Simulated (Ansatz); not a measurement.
Al(PH3)F3 (AlPH₃F₃). Charge 0, multiplicity 1. Geometry B3LYP-D4/def2-SVP.

```xyz
8

Al    0.3804   -1.3536    0.0279
F     0.8443   -1.5229   -1.5621
F    -1.0725   -2.0267    0.4842
F     1.5816   -1.2572    1.1769
P    -0.3001    1.0628   -0.0219
H    -1.3131    1.4471   -0.9322
H     0.6922    2.0199   -0.3417
H    -0.8127    1.6305    1.1688
```

Task: Estimate the orbital energies around the gap (eV) in Ansatz with PBE-D4/def2-TZVP, r2SCAN-D4/def2-TZVP, PBE0-D4/def2-SVP, PBE0-D4/def2-TZVP, CAM-B3LYP-D4/def2-TZVP.

Result: 
```json
{"orbital": "HOMO−9", "PBE-D4/def2-TZVP": "-11.38", "r2SCAN-D4/def2-TZVP": "-11.80", "PBE0-D4/def2-SVP": "-12.85", "PBE0-D4/def2-TZVP": "-12.86", "CAM-B3LYP-D4/def2-TZVP": "-14.31"}
{"orbital": "HOMO−8", "PBE-D4/def2-TZVP": "-10.03", "r2SCAN-D4/def2-TZVP": "-10.50", "PBE0-D4/def2-SVP": "-11.74", "PBE0-D4/def2-TZVP": "-12.10", "CAM-B3LYP-D4/def2-TZVP": "-13.73"}
{"orbital": "HOMO−7", "PBE-D4/def2-TZVP": "-10.03", "r2SCAN-D4/def2-TZVP": "-10.50", "PBE0-D4/def2-SVP": "-11.74", "PBE0-D4/def2-TZVP": "-12.10", "CAM-B3LYP-D4/def2-TZVP": "-13.73"}
{"orbital": "HOMO−6", "PBE-D4/def2-TZVP": "-9.99", "r2SCAN-D4/def2-TZVP": "-10.42", "PBE0-D4/def2-SVP": "-11.68", "PBE0-D4/def2-TZVP": "-11.89", "CAM-B3LYP-D4/def2-TZVP": "-13.54"}
{"orbital": "HOMO−5", "PBE-D4/def2-TZVP": "-9.16", "r2SCAN-D4/def2-TZVP": "-9.64", "PBE0-D4/def2-SVP": "-10.86", "PBE0-D4/def2-TZVP": "-11.23", "CAM-B3LYP-D4/def2-TZVP": "-12.86"}
{"orbital": "HOMO−4", "PBE-D4/def2-TZVP": "-9.16", "r2SCAN-D4/def2-TZVP": "-9.64", "PBE0-D4/def2-SVP": "-10.86", "PBE0-D4/def2-TZVP": "-11.23", "CAM-B3LYP-D4/def2-TZVP": "-12.86"}
{"orbital": "HOMO−3", "PBE-D4/def2-TZVP": "-8.95", "r2SCAN-D4/def2-TZVP": "-9.43", "PBE0-D4/def2-SVP": "-10.59", "PBE0-D4/def2-TZVP": "-10.99", "CAM-B3LYP-D4/def2-TZVP": "-12.60"}
{"orbital": "HOMO−2", "PBE-D4/def2-TZVP": "-8.95", "r2SCAN-D4/def2-TZVP": "-9.42", "PBE0-D4/def2-SVP": "-10.59", "PBE0-D4/def2-TZVP": "-10.98", "CAM-B3LYP-D4/def2-TZVP": "-12.60"}
{"orbital": "HOMO−1", "PBE-D4/def2-TZVP": "-8.50", "r2SCAN-D4/def2-TZVP": "-8.99", "PBE0-D4/def2-SVP": "-10.16", "PBE0-D4/def2-TZVP": "-10.56", "CAM-B3LYP-D4/def2-TZVP": "-12.15"}
{"orbital": "HOMO", "PBE-D4/def2-TZVP": "-8.36", "r2SCAN-D4/def2-TZVP": "-8.73", "PBE0-D4/def2-SVP": "-9.73", "PBE0-D4/def2-TZVP": "-9.87", "CAM-B3LYP-D4/def2-TZVP": "-11.26"}
{"orbital": "LUMO", "PBE-D4/def2-TZVP": "-1.67", "r2SCAN-D4/def2-TZVP": "-1.40", "PBE0-D4/def2-SVP": "-0.42", "PBE0-D4/def2-TZVP": "-0.75", "CAM-B3LYP-D4/def2-TZVP": "0.38"}
{"orbital": "LUMO+1", "PBE-D4/def2-TZVP": "-1.67", "r2SCAN-D4/def2-TZVP": "-1.39", "PBE0-D4/def2-SVP": "-0.42", "PBE0-D4/def2-TZVP": "-0.75", "CAM-B3LYP-D4/def2-TZVP": "0.38"}
{"orbital": "LUMO+2", "PBE-D4/def2-TZVP": "-1.08", "r2SCAN-D4/def2-TZVP": "-0.43", "PBE0-D4/def2-SVP": "0.03", "PBE0-D4/def2-TZVP": "-0.23", "CAM-B3LYP-D4/def2-TZVP": "0.59"}
{"orbital": "LUMO+3", "PBE-D4/def2-TZVP": "-0.03", "r2SCAN-D4/def2-TZVP": "0.50", "PBE0-D4/def2-SVP": "1.34", "PBE0-D4/def2-TZVP": "0.90", "CAM-B3LYP-D4/def2-TZVP": "1.78"}
{"orbital": "LUMO+4", "PBE-D4/def2-TZVP": "0.91", "r2SCAN-D4/def2-TZVP": "1.43", "PBE0-D4/def2-SVP": "3.05", "PBE0-D4/def2-TZVP": "1.80", "CAM-B3LYP-D4/def2-TZVP": "2.82"}
{"orbital": "LUMO+5", "PBE-D4/def2-TZVP": "1.45", "r2SCAN-D4/def2-TZVP": "2.06", "PBE0-D4/def2-SVP": "3.43", "PBE0-D4/def2-TZVP": "2.27", "CAM-B3LYP-D4/def2-TZVP": "3.08"}
```
